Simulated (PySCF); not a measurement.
Compound: TiI₄ (singlet state).
Structure used (PBE0-D3(BJ)/def2-SVP), in Å, numbered top down from 1:
```
atom  x, y, z in Å
Ti1    0.0192   -0.0219   -0.0163
I2     0.0145   -0.0449    2.5063
I3     2.3984   -0.0469   -0.8639
I4    -1.1491    2.0613   -0.8288
I5    -1.2081   -2.0581   -0.8594
```

Computed with PBE0-D3(BJ)/def2-SVP geometry optimisation, gas phase, def2 core potentials past Kr in PySCF 2.14.0.

(1) Which atoms are bound to Ti1, and at what distances?

(2) List the angles at Ti1.

(3) What is the shape at Ti1?

(4) What are the rotational constants (commonest isotopes, rigid rotor)?

Results:

(1) 4 atoms: I5 2.523 Å, I2 2.523 Å, I4 2.523 Å, I3 2.526 Å.

(2) 
| angle | degrees | distance of the outer atoms (Å) |
| --- | --- | --- |
| I3–Ti1–I5 | 109.8 | 4.13 |
| I2–Ti1–I3 | 109.7 | 4.13 |
| I3–Ti1–I4 | 109.7 | 4.13 |
| I4–Ti1–I5 | 109.5 | 4.12 |
| I2–Ti1–I4 | 109.2 | 4.11 |
| I2–Ti1–I5 | 109.0 | 4.11 |

(3) Tetrahedral: angles from 109.0° to 109.8°; τ4 = (360° − α − β)/141° = 1.00 with α and β the two widest (0 for a square, 1 for a tetrahedron). Differences among atoms that Td makes equivalent are scatter left by the optimiser.

(4) A = 235.4, B = 234.5, C = 233.7 MHz: a spherical top.

Point group: Td (tolerance 0.08 Å). Charge 0, singlet. No PBE0-D3(BJ)/def2-SVP frequencies stand behind this structure, so it isn't proved a minimum.
